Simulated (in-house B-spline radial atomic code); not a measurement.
A fraction x of an electron is removed from 2p in the calcium ion Ca⁵⁺, starting from [Ne] 3s2 3p3 and keeping the highest spin. Level of theory: scalar-relativistic (X2C) RPBE, spin-polarised, spherical fractional occupations, Fermi nucleus of rms radius 3.4776 fm; calculated with an all-electron radial atomic-structure program (B-spline basis).

| x | E(x) - E(0) (eV) | 2p down level (eV) |
| --- | --- | --- |
| 0 | 0.0000 | -415.422 |
| 0.11 | 46.0274 | -421.445 |
| 0.21 | 88.4467 | -426.945 |
| 0.3 | 127.0952 | -431.914 |
| 0.48 | 205.7379 | -441.905 |
| 0.5 | ? | ? |
| 0.57 | 245.7352 | -446.926 |
| 0.75 | 327.0891 | -457.018 |
| 0.87 | 382.3367 | -463.779 |
| 0.88 | ? | ? |
| 1 | 443.1058 | -471.134 |

Problem. What belongs in the row x = 0.5?

Solution. An energy change of 214.5871 eV; 2p down at -443.020 eV.

Problem. What belongs in the row x = 0.88?

Solution. An energy change of 386.9773 eV; 2p down at -464.344 eV.

Problem. Check Janak's theorem between x = 0.11 and 0.21.

Solution. The slope of the energy is 424.19 eV; the orbital levels give 424.19 eV (-ε of the emptying orbital, averaged over the two points).
